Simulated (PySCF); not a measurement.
# Pt⁺ (platinum, charge +1) across methods

[Xe] 4f14 5d9, 2D determinant. Calculation: PySCF 2.14, in aug-cc-pwCVDZ-PP with ECP60MDF; a scalar-relativistic core potential.

```
   method  E (hartree)  mean ε 5p β (eV)  mean ε 5d α (eV)  mean ε 5d β (eV)  Σ⟨r²⟩ (bohr²)   ⟨S²⟩
      M06    -119.0498           -67.107           -16.302           -15.571          39.66  0.799
CAM-B3LYP    -118.9915           -69.111           -17.729           -17.099          39.96  0.845
      LDA    -118.8248           -64.404           -15.035           -14.421          40.37  0.873
    B3LYP    -119.0811           -67.190           -16.074           -15.456          40.04  0.884
     PBE0    -119.0329           -67.754           -16.374           -15.700          39.82  0.916
      PBE    -119.0670           -64.452           -14.914           -14.302          40.27  0.971
   r2SCAN    -119.0777           -66.142           -15.361           -14.677          40.09  1.164
  r2SCAN0    -119.0297           -68.907           -16.732           -16.007          39.76  1.064
```

Estimate the same row for UHF.

E (hartree) = -118.23508; mean ε 5p β (eV) = -76.960; mean ε 5d α (eV) = -20.118; mean ε 5d β (eV) = -19.193; Σ⟨r²⟩ (bohr²) = 39.32; ⟨S²⟩ = 0.911.

Energies and moments cover only the electrons outside the core potential. Spin-orbit coupling, absent here, splits the open shell strongly.
